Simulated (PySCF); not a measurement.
Task: Write Cartesian coordinates for `FC[C@@H]1C[C@H]2CC[C@]1(F)O2` as optimised with PBE0-D3(BJ)/def2-SVP.

Result: 
```
atom  x, y, z in Å
F1    -2.9861   -0.6050   -1.1569
C2    -2.1907   -0.8421   -0.0612
C3    -1.0422    0.1444   -0.0406
C4    -0.1758    0.0730   -1.3177
C5     1.1644   -0.4239   -0.7439
C6     1.8860    0.7307   -0.0251
C7     1.0241    0.8558    1.2481
C8     0.0066   -0.2631    1.0094
F9    -0.5236   -0.7763    2.1381
O10    0.7546   -1.2491    0.3403
H11   -1.7978   -1.8704   -0.1245
H12   -2.8057   -0.7534    0.8484
H13   -1.4323    1.1556    0.1480
H14   -0.0823    1.0383   -1.8340
H15   -0.5983   -0.6447   -2.0348
H16    1.7835   -1.0043   -1.4385
H17    1.9206    1.6479   -0.6296
H18    2.9189    0.4447    0.2172
H19    0.5468    1.8366    1.3759
H20    1.5880    0.6206    2.1613
```

Any rigid rotation of these coordinates is as good. Atoms count from 1 in this order. Of the pairs four or more bonds apart, F1···H15 is among the closest relative to their van der Waals radii: 2.54 Å, 95 % of the sum of Bondi's values. The C–C distances run from 1.514 Å (C2–C3, drawn single) to 1.545 Å (C3–C4, drawn single), a spread of 0.031 Å. The 5-membered ring C3–C4–C5–O10–C8 has internal angles of 96.3° to 102.9°; it is puckered, 0.25 Å rms from its mean plane, widest ring torsion 59°. The C–F distances run from 1.348 Å (C8–F9, drawn single) to 1.375 Å (F1–C2, drawn single), a spread of 0.027 Å.

Bonds between heavy atoms (Å): F1–C2 1.375, C2–C3 1.514, C3–C4 1.545, C4–C5 1.540, C5–C6 1.540, C6–C7 1.543, C7–C8 1.531, C8–F9 1.348, C8–O10 1.407, C3–C8 1.539, C5–O10 1.423.

Computed with PBE0-D3(BJ)/def2-SVP geometry optimisation, gas phase (PySCF 2.14.0).

Point group: C1 (no symmetry element, even within 0.4 Å). No PBE0-D3(BJ)/def2-SVP frequencies stand behind this structure, so it isn't proved a minimum. One conformer, not necessarily the lowest (F1–C2–C3–C4 -58°).

Time: 2.9 min wall; peak memory 0.89 GiB. Hardware: one thread, Arm Neoverse V1 (aarch64), on a shared host. These figures are those of the optimisation.
